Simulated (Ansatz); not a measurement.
Energy needed to pull apart NH₃TeS (SMILES N[Te]S), singlet, into free ground-state atoms, from the structure below (displaced at random from a GFN2-xTB minimum); no zero-point or spin–orbit terms; open-shell atoms are treated unrestricted, in their ground-state multiplicity.

N1  (-0.641, 0.318, -0.911)
Te2  (-0.172, -1.272, 0.294)
S3  (0.753, 0.091, 1.998)
H4  (-0.251, 0.219, -1.842)
H5  (-1.621, 0.435, -1.031)
H6  (1.988, 0.203, 1.490)
(Å)

Computed with Ansatz 0.2.0 (basis: def2-TZVPP); correlated methods freeze the cores. Filled d shells of the heavier atoms are correlated. Core potentials replace the inner electrons of the atoms past krypton. The def2 sets are not built for correlating such inner shells, so the correlated values are less sure here.

```csv
method,atomization energy (kcal/mol)
PBE-D4,403.4
revPBE-D4,391.1
r2SCAN-D4,386.2
PBE0-D4,387.3
wB97X-V,390.6
wB97M-V,?
HF,?
MP2,374.5
CCSD,359.9
CCSD(T),370.6
```

Problem. What does wB97M-V give? (Judge from chemistry; the value comes from the calculation.)

Solution. Computed: 388.7 kcal/mol, which is about 18.1 kcal/mol more than CCSD(T)/def2-TZVPP.

Problem. What does HF give? (To be estimated.)

Solution. Computed: 224.6 kcal/mol, which is about 145.9 kcal/mol less than CCSD(T)/def2-TZVPP.

In triple zeta the MP2 and coupled-cluster atomization energies are still short of their basis limit by a few kcal/mol a bond, whereas those of the functionals are nearly converged, so these differences are not deviations from converged CCSD(T).

T1 diagnostic: at most 0.013.

For scale, one of the runs: CCSD(T)/def2-TZVPP forces, 165 basis functions (an equivalent command: `ansatz run in.yaml --threads 4`). Hardware: 4 CPU threads, shared host. Wall time 2.9 min; peak host memory 2.6 GiB.
